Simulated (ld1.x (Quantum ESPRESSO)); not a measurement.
Debugging a pseudopotential input (boron, ld1.x (Quantum ESPRESSO) 7.5)

Command:

```bash
ld1.x < B.in > B.out
```

Input:

```
&input
   title='B', zed=5., rel=2, dft='PBE', iswitch=3,
   config='[He] 2s2 2p0 3d-2', rel_dist='average',
   nld=5, rlderiv=3.70, eminld=-3.0, emaxld=5.0, deld=0.02
 /
 &inputp
   pseudotype=2, tm=.false., lloc=0,
   nlcc=.true., new_core_ps=.true., rcore=0.95,
   file_pseudopw='B.UPF', file_wfcaegen='ae.wfc', file_wfcncgen='nc.wfc', file_beta='beta', file_chi='chi'
 /
3
2P  2  1   0.00   0.00  3.30  3.30  0.0
3D  3  2  -2.00   0.40  3.40  3.40  0.0
2S  1  0   2.00   0.00  1.40  1.40  0.0
 &test
   configts(1)='2p0'
 /
```

This is an input that runs to its end, with one change: 2s left out of the test configuration.

How does the run end?

The program runs through. The occupied levels of the test differ from the all-electron ones by at most 0.00000 Ry (unchanged input: 0.00001 Ry). The valence charge becomes 1 in place of 3, so this is not the intended potential.

```
     eps = 1.5E-32  iter =  1

     Etot =     -48.602591 Ry,     -24.301296 Ha,    -661.271941 eV
     Etotps =    -0.471464 Ry,      -0.235732 Ha,      -6.414596 eV

     Ekin =       0.000000 Ry,       0.000000 Ha,       0.000000 eV
     Encl =       0.000000 Ry,       0.000000 Ha,       0.000000 eV
     Ehrt =       0.000000 Ry,       0.000000 Ha,       0.000000 eV
     Ecxc =      -0.471464 Ry,      -0.235732 Ha,      -6.414596 eV
     (Ecc =      -0.471464 Ry,      -0.235732 Ha,      -6.414596 eV)

     ---------------------- End of pseudopotential test ----------------------
```
